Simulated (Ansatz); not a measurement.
Species: GeCl2F, net charge 0, doublet state. SMILES: [F][Ge]([Cl])[Cl]
Geometry: optimised at B3LYP-D3(BJ)/def2-TZVP (Ansatz, an electronic-structure program).

Property: size of the dipole moment, in D. Conventions: six Cartesian d functions in 6-31G* and its kin unless marked 5d; non-relativistic; no spin-orbit coupling; no dispersion term unless named; UHF or UKS for open shells; LANL2DZ with its own core potentials from Na on. First-principles rows: single points at B3LYP-D3(BJ) geometries (Ansatz).

```csv
level,program,size of the dipole moment (D)
SVWN5/6-31G* with LANL2DZ past Ar,Ansatz,1.58
PBE/STO-3G,Ansatz,2.17
PBE/3-21G,Ansatz,1.72
PBE/def2-SVP,Ansatz,1.37
B3LYP/3-21G,Ansatz,1.95
B3LYP/6-31G*,Ansatz,1.55
B3LYP/6-31G* with LANL2DZ past Ar,Ansatz,1.84
PBE0/6-31G* with LANL2DZ past Ar,Ansatz,1.91
```

No value to compare with is used here. The 8 habitual levels span 1.37 (PBE/def2-SVP) to 2.17 D (PBE/STO-3G).

The levels are drawn from those run, B3LYP/6-31G* more often than the rest, none by its result; left out are runs that failed, that the program found above a lower state of the same kind, or whose <S^2> lies over 0.5 above the pure value.
